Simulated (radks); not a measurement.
The numbers below are computed, except where a source is named.
Q: The nitrogen ion N3+, [He] 2s2. Level of theory: non-relativistic Kohn-Sham, LDA (Slater exchange, Perdew-Wang correlation), spin-polarised, spherical densities, point nucleus (a radial shooting solver on a logarithmic mesh with Libxc functionals). Every spin shell is full or empty, so the densities are truly spherical. Functionals are evaluated on that one density, not self-consistently. Rank these orbital-free kinetic functionals by their error against the exact value of the orbitals, and give that value: Thomas-Fermi, von Weizsacker, TF + vW, TF + vW/9, TF + vW/5, LC94, APBEK, revAPBEK, Perdew 92, Thakkar, Pearson, LKT, PG1, DePristo-Kress, Ernzerhof.

A: Exact: 50.5257 hartree. From best to worst, with 100 (|E| - |E exact|)/|E exact| (equal figures are ties): revAPBEK +0.20, Thakkar -0.41, APBEK -0.58, LC94 -0.61, Perdew 92 -0.62, TF + vW/9 -0.64, Ernzerhof +1.32, DePristo-Kress -1.95, Pearson -4.73, TF + vW/5 +7.34, von Weizsacker -10.19, Thomas-Fermi -10.62, PG1 +43.75, LKT +51.00, TF + vW +79.19.
